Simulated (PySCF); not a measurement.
Compound: C₃H₅B.
Numbering: `[BH2:1][C:2]1=[CH:3][CH2:4]1` (hydrogens: H5, H6 on B1; H7 on C3; H8, H9 on C4)

Computed by this run: PBE0-D3(BJ)/def2-SVP geometry optimisation, gas phase in PySCF 2.14.0; density fitting, grid level 1; the optimiser is geomeTRIC in internal coordinates, started from a GFN2-xTB structure with every atom displaced at random (about 0.01 Å).

Step 3: E = -3858.0571 eV
```
atom  x, y, z in Å  |  force x, y, z in eV/Å
B1      1.6220    0.3308   -0.2627   -0.091   0.022  -0.088
C2      0.1229    0.2951   -0.0732    0.034  -0.038   0.179
C3     -1.0748    0.6767    0.2911   -0.004   0.012  -0.289
C4     -1.0010   -0.7667    0.0416    0.026  -0.056   0.127
H5      2.1385    0.9686   -1.1501    0.002   0.003   0.009
H6      2.3072   -0.3406    0.4711    0.035  -0.017   0.029
H7     -1.6797    1.4900    0.6818   -0.001   0.026   0.130
H8     -1.3618   -1.1902   -0.9062    0.002  -0.004  -0.020
H9     -1.0151   -1.4833    0.8830   -0.003   0.054  -0.077
```

Step 4: E = -3858.0600 eV
```
atom  x, y, z in Å  |  force x, y, z in eV/Å
B1      1.6196    0.3283   -0.2627   -0.044   0.067  -0.096
C2      0.1218    0.2944   -0.0732    0.066  -0.008   0.137
C3     -1.0769    0.6784    0.2845   -0.017  -0.020  -0.212
C4     -1.0009   -0.7664    0.0383   -0.022  -0.004   0.083
H5      2.1390    0.9587   -1.1542   -0.021   0.000   0.004
H6      2.3105   -0.3290    0.4763    0.031  -0.054   0.051
H7     -1.6768    1.4856    0.6962    0.001   0.025   0.081
H8     -1.3588   -1.1915   -0.9099    0.000  -0.005  -0.014
H9     -1.0191   -1.4780    0.8811    0.006  -0.001  -0.035
```

Step 5: E = -3858.0620 eV
```
atom  x, y, z in Å  |  force x, y, z in eV/Å
B1      1.6171    0.3278   -0.2609    0.016   0.036  -0.073
C2      0.1210    0.2960   -0.0713    0.068   0.024   0.093
C3     -1.0807    0.6813    0.2748   -0.027  -0.025  -0.083
C4     -1.0008   -0.7651    0.0365   -0.040   0.024   0.006
H5      2.1350    0.9488   -1.1600   -0.023   0.008   0.005
H6      2.3128   -0.3239    0.4815   -0.002  -0.035   0.030
H7     -1.6742    1.4823    0.7104    0.009   0.003   0.013
H8     -1.3508   -1.1927   -0.9140   -0.004  -0.007   0.006
H9     -1.0210   -1.4741    0.8795    0.002  -0.029   0.004
```

Task: Estimate the geometry and energy of step 6. (The exact step hangs on the optimiser's Hessian estimate; all steps are aligned on step 5, rigid shifts and turns removed.)

Result: E = -3858.0627 eV, largest force 0.068 eV/Å
```
atom  x, y, z in Å  |  force x, y, z in eV/Å
B1      1.6172    0.3281   -0.2611    0.027   0.012  -0.035
C2      0.1219    0.2976   -0.0700    0.037   0.009   0.057
C3     -1.0820    0.6822    0.2695   -0.022  -0.010  -0.020
C4     -1.0009   -0.7645    0.0368   -0.025   0.016  -0.011
H5      2.1329    0.9506   -1.1599   -0.012   0.007   0.003
H6      2.3119   -0.3272    0.4817   -0.014  -0.012   0.002
H7     -1.6727    1.4818    0.7127    0.006  -0.003  -0.008
H8     -1.3488   -1.1948   -0.9134    0.005  -0.003   0.003
H9     -1.0212   -1.4734    0.8800   -0.003  -0.015   0.010
```

The energy changes by -0.0007 eV. The first-order estimate −F·Δx gives -0.0009 eV and the mean of the old and new forces, exact on a quadratic surface, -0.0007 eV. The step makes an angle of 54° with the force vector and moves no atom by more than 0.006 Å.

What follows is the cost of the whole optimisation. Hardware: Arm Neoverse V2, one thread, shared host with 32 logical CPUs at a one-minute load of 11. Cost: 15 s, 0.34 GiB resident at most.
